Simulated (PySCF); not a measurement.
H$_{7}$OSi$_{2}$ (SMILES [SiH3][OH+][SiH3]), charge +1, singlet, at a GFN2-xTB geometry. Base run: PySCF with CASSCF(2,4)/6-31G*.

Input for PySCF:
```python
from pyscf import gto, scf, mcscf
import numpy

mol = gto.M(
    atom='''
Si    1.57288575   -0.32579569    0.43265279
O     0.04521968   -0.20025416   -0.51935978
Si   -1.59661289    0.44593327   -0.13984867
H     2.51489982   -0.40795502   -0.67323607
H     1.51034454    0.92656287    1.16395535
H     1.34242473   -1.54162888    1.19660031
H     0.08148558   -0.67474299   -1.35911441
H    -2.19321398   -0.67183102    0.57399229
H    -2.05764275    0.68474124   -1.49910401
H    -1.22787558    1.60496091    0.65252729
''',
    basis='6-31g*',
    charge=1,
    verbose=4,
)

mf = scf.RHF(mol)
mf.kernel()
mc = mcscf.CASSCF(mf, 4, 2)
mc.fix_spin_(ss=0.0)
mc.kernel()
occ = numpy.linalg.eigvalsh(mc.fcisolver.make_rdm1(mc.ci, mc.ncas, mc.nelecas))[::-1]
ss = mc.fcisolver.spin_square(mc.ci, mc.ncas, mc.nelecas)[0]
print('natural occupations', occ.round(4), ' <S^2>', round(ss, 4))
```

Each row names what was changed in the base input (with any setting that the change needs).

| change | ΔE vs base (mEh) | natural occupations | <S^2> of the state | core-seconds (rough) |
|---|---|---|---|---|
| base | 0.000 | 1.98 0.02 0.00 0.00 | 0.00 | 10 |
| active space = 6 electrons, 5 orbitals | -8.339 | 2.00 1.98 1.98 0.02 0.02 | 0.00 | 10 |
| orbitals = fixed (CASCI); correction = SC-NEVPT2 | -324.6 | 2.00 0.00 0.00 0.00 | 0.00 | 2 |
| active space = 4 electrons, 5 orbitals | -11.853 | 1.98 1.98 0.02 0.02 0.00 | 0.00 | 8 |
| conv_tol = 1e-5 | -0.013 | 1.98 0.02 0.00 0.00 | 0.00 | 10 |
| active space = 8 electrons, 9 orbitals | -39.290 | 1.98 1.98 1.98 1.98 0.02 0.02 0.01 0.01 0.00 | 0.00 | 10 |
| orbitals = fixed (CASCI) | 19.086 | 2.00 0.00 0.00 0.00 | 0.00 | 2 |
| state_average = 2 states | 7.167 | - | - | 10 |
| active space = 10 electrons, 9 orbitals | -36.345 | 2.00 1.98 1.98 1.98 1.98 0.02 0.02 0.01 0.01 | 0.00 | 20 |
| active space = 6 electrons, 8 orbitals | -29.031 | 1.98 1.98 1.98 0.02 0.02 0.01 0.00 0.00 | 0.00 | 10 |
| correction = SC-NEVPT2 | -325.3 | 1.98 0.02 0.00 0.00 | 0.00 | 10 |

Active orbitals are taken around the Fermi level unless the row says otherwise; CASSCF can end in different local minima, and two programs can end on different orbitals. State-averaged rows give the lowest state.
